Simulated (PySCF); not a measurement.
# Mayer bond orders and bond lengths

Compound: C5H15OPSi2.
SMILES with atom numbers: `[CH3:1][CH:2]([CH3:3])[C@H:4]([SiH2:5][PH2:6])[SiH2:7][CH:8]=[O:9]` (hydrogens: H10, H11, H12 on C1; H13 on C2; H14, H15, H16 on C3; H17 on C4; H18, H19 on Si5; H20, H21 on P6; H22, H23 on Si7; H24 on C8)

Geometry (GFN2-xTB, Å), atoms numbered from 1 in this order:
```xyz
24
C5H15OPSi2 angstrom
C     -2.677    0.006   -0.512
C     -1.294   -0.631   -0.618
C     -1.118   -1.686    0.469
C     -0.184    0.428   -0.575
Si     1.529   -0.316   -1.076
P      2.693   -0.888    0.748
Si    -0.118    1.445    1.024
C      1.604    2.274    0.902
O      2.439    1.886    0.119
H     -2.804    0.482    0.458
H     -2.815    0.760   -1.284
H     -3.453   -0.748   -0.628
H     -1.232   -1.134   -1.591
H     -1.329   -1.263    1.449
H     -1.799   -2.519    0.305
H     -0.099   -2.070    0.474
H     -0.407    1.140   -1.379
H      1.204   -1.564   -1.805
H      2.238    0.502   -2.060
H      3.062   -2.141    0.286
H      3.881   -0.328    0.333
H     -0.102    0.723    2.298
H     -1.089    2.546    1.097
H      1.859    3.117    1.573
```

Bond orders from the PBE0/pcSseg-1 density (PySCF). Isolated species at its GFN2-xTB geometry (one conformer only).

Q: How far do the computed orders between heavy atoms stray from the drawn ones?

A: The largest departure is 0.176, at C4–Si5 (drawn single, 0.824). Drawn single, order below 0.88: C4–Si5 (0.824) and Si7–C8 (0.834).

Q: Set the Mayer orders of the bonds between heavy atoms beside their lengths.

A: 
| bond | drawn as | length (Å) | Mayer order |
| --- | --- | --- | --- |
| C1–C2 | single | 1.527 | 1.037 |
| C2–C3 | single | 1.525 | 1.023 |
| C2–C4 | single | 1.535 | 1.004 |
| C4–Si5 | single | 1.933 | 0.824 |
| Si5–P6 | single | 2.239 | 1.000 |
| C4–Si7 | single | 1.896 | 0.904 |
| Si7–C8 | single | 1.915 | 0.834 |
| C8–O9 | double | 1.208 | 1.885 |

Bonds between the same two heavy elements. C–C: lowest C2–C4 (1.004, 1.535 Å), highest C1–C2 (1.037, 1.527 Å). C–Si: lowest C4–Si5 (0.824, 1.933 Å), highest C4–Si7 (0.904, 1.896 Å).

Q: And the bonds to hydrogen?

A: C–H: 0.92 to 0.97 (9 bonds); H–Si: 0.92 to 0.95 (4 bonds); H–P: 0.94 (2 bonds).

Q: Sum the orders of all bonds at each heavy atom with more than one neighbour and set the sums beside the valence in the SMILES.

A: C1 3.922 (drawn 4), C2 4.000 (drawn 4), C3 3.903 (drawn 4), C4 3.653 (drawn 4), Si5 3.695 (drawn 4), P6 2.873 (drawn 3), Si7 3.628 (drawn 4), C8 3.634 (drawn 4). Orders between atoms that aren't bonded are not in these sums.

Mayer orders depend on the basis set.
